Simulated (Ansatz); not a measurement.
`[Cl][SnH2][I]` and `[Cl][SnH2][GeH3]` differ in one atom or group.

Ansatz, PBE0-D4/def2-TZVP geometries, multiplicity 1. 

Elements past krypton have def2 core potentials. Scalar relativity is left out up to krypton. Spin–orbit coupling is left out; it splits and shifts lone-pair levels of the heavy atoms by tenths of an eV.

| property | `[Cl][SnH2][I]` |
| --- | --- |
| LUMO energy (B3LYP/def2-TZVPP) / eV | -2.12 |
| size of the dipole moment (ωB97M-V/def2-TZVPP) / D | 2.21 |
| size of the dipole moment (PBE/def2-TZVPP) / D | 2.04 |
| LUMO energy (ωB97M-V/def2-TZVPP) / eV | 0.00 |
| zero-point energy (PBE0-D4/def2-TZVP) / kJ/mol | 40.8 |
| HOMO–LUMO gap (ωB97M-V/def2-TZVPP) / eV | 10.01 |

(1) What does the change do to each property? (Best estimate.)

Results:

(1) Ansatz gave: 
| property | `[Cl][SnH2][GeH3]` | shift |
| --- | --- | --- |
| LUMO energy (B3LYP/def2-TZVPP) / eV | -1.22 | 0.90 |
| size of the dipole moment (ωB97M-V/def2-TZVPP) / D | 2.73 | 0.52 |
| size of the dipole moment (PBE/def2-TZVPP) / D | 2.56 | 0.52 |
| LUMO energy (ωB97M-V/def2-TZVPP) / eV | 0.71 | 0.71 |
| zero-point energy (PBE0-D4/def2-TZVP) / kJ/mol | 99.9 | 59.1 |
| HOMO–LUMO gap (ωB97M-V/def2-TZVPP) / eV | 10.71 | 0.70 |

With PBE0 the HOMO falls by 0.09 eV and the LUMO rises by 0.85 eV, so the gap widens by about 0.94 eV. PBE moves the HOMO by -0.08 eV and ωB97M-V by 0.02 eV. The zero-point energy changes by 59.1 kJ/mol with +9 modes. Dipoles are sizes alone; their direction can turn.

B3LYP here is the variant with VWN-RPA as its local correlation; programs differ in this.
